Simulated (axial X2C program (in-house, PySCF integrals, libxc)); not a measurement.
Low determinants of Co⁺

Computed with an axial X2C code built on PySCF integrals, basis dyall-cv3z (cores contracted in-house), spin-free (one-electron X2C) and two-component (2c, atomic mean-field Coulomb and Gaunt terms). Energies in eV from the lowest row of each column (rows without correlated energies are left out; n/a marks j-coupled starts, which PBE0 does not hold); electrons by l are Mulliken totals of the Hartree–Fock solution, and PBE0 can relax to another configuration under the same block occupation. Coupled cluster uses truncated natural virtuals with an MP2 remainder. Frozen shells in the correlated columns: 3 s, 2 p.

The low spin-free determinants:

```json
{"electrons by l": "s6 p12 d8", "M_S, M_L": "1, 2", "HF": "1.41", "MP2": "0.00", "CCSD(T)": "0.00", "PBE0": "0.00"}
{"electrons by l": "s6 p12 d8", "M_S, M_L": "1, 3", "HF": "1.49", "MP2": "0.06", "CCSD(T)": "0.06", "PBE0": "0.28"}
{"electrons by l": "s6 p12 d8", "M_S, M_L": "1, 0", "HF": "1.72", "MP2": "0.25", "CCSD(T)": "0.18", "PBE0": "0.09"}
{"electrons by l": "s7 p12 d7", "M_S, M_L": "2, 3", "HF": "0.00", "MP2": "0.59", "CCSD(T)": "0.21", "PBE0": "0.52"}
{"electrons by l": "s7 p12 d7", "M_S, M_L": "2, 0", "HF": "0.27", "MP2": "0.81", "CCSD(T)": "0.37", "PBE0": "0.28"}
```

And the two-component ones:

```json
{"electrons by l": "s6 p12 d8", "2M_J": "6", "HF": "1.44", "MP2": "0.00", "CCSD(T)": "0.00", "PBE0": "0.00"}
{"electrons by l": "s6 p12 d8", "2M_J": "8", "HF": "1.49", "MP2": "0.04", "CCSD(T)": "0.04", "PBE0": "0.26"}
{"electrons by l": "s6 p12 d8", "2M_J": "2", "HF": "1.54", "MP2": "0.10", "CCSD(T)": "0.10", "PBE0": "0.11"}
{"electrons by l": "s7 p12 d7", "2M_J": "10", "HF": "0.00", "MP2": "0.56", "CCSD(T)": "0.18", "PBE0": "0.49"}
{"electrons by l": "s6 p12 d8", "2M_J": "4", "HF": "1.64", "MP2": "0.20", "CCSD(T)": "0.19", "PBE0": "0.42"}
{"electrons by l": "s7 p12 d7", "2M_J": "2", "HF": "0.18", "MP2": "0.74", "CCSD(T)": "0.36", "PBE0": "0.68"}
{"electrons by l": "s7 p12 d7", "2M_J": "4", "HF": "0.36", "MP2": "0.87", "CCSD(T)": "0.43", "PBE0": "0.34"}
```

Ground level as tabulated from the NIST Atomic Spectra Database (leading term): 2S+1 = 3, L = 3, J = 4.

Spin-free rows of one term, and 2c rows of one J level, should be degenerate; broken spherical symmetry, the missing current term of PBE0 and determinants that mix terms or J levels spread them. The search is wide but not exhaustive and can miss a configuration; gaps between s and d configurations can be off by some tenths of an eV with this basis and core.

The run took 110 s on 1 thread of Intel(R) Xeon(R) Processor @ 2.30GHz, on a shared host.
